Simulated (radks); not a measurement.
Problem. Method: scalar-relativistic Kohn-Sham, LB94 model potential, spin-unpolarised, spherical densities, finite nucleus; Fermi nuclear charge, rms radius of each element as measured or else 0.836 A^(1/3) + 0.57 fm; computed with a radial shooting solver on a logarithmic mesh with Libxc functionals. Response by self-consistent Sternheimer equations with the Hartree and adiabatic LDA kernel, the relativistic mass of each level held fixed and spin-orbit coupling left out. For heavy and open-shell atoms this level of theory can miss by tens of per cent. Estimate the static dipole polarisabilities of Hf ([Xe] 4f14 5d2 6s2) and Rb+ ([Kr]) and the C6 coefficients of the three pairs.

Solution. alpha = 73.83 and 9.321 bohr^3; C6 = 877.7 (Hf-Hf), 189.7 (Hf-Rb+), 56.51 (Rb+-Rb+) hartree bohr^6.
